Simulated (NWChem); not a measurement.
System: HSe$_{2}$Cl; SMILES Cl[Se][SeH]

```xyz
4

Se     0.7448     0.5546     0.0198
Cl    -0.9532     1.9665    -0.0037
Se    -0.2335    -1.5162     0.0398
H     -0.3687    -1.6763    -1.4246
```
Atoms are numbered in this order, from 1.

Program: NWChem. Geometry: optimised at PBE0/def2-SVP. GIAO values for the isolated, static molecule; σ is the absolute isotropic shielding, δ = σ(reference) − σ with the isolated reference molecule computed at the same levels (1H: tetramethylsilane). Spin-orbit effects, on the heavy nuclei and on their neighbours, are missing.

Question: Predict the results for PBE/pcSseg-1. Quantities: σ Se1 (ppm); σ Cl2 (ppm); σ Se3 (ppm); δ H4 (ppm).

Answer: 
| Property | Result |
|---|---|
| σ Se1 (ppm) | 214.9 |
| σ Cl2 (ppm) | 757.7 |
| σ Se3 (ppm) | 1334.7 |
| δ H4 (ppm) | 5.18 |
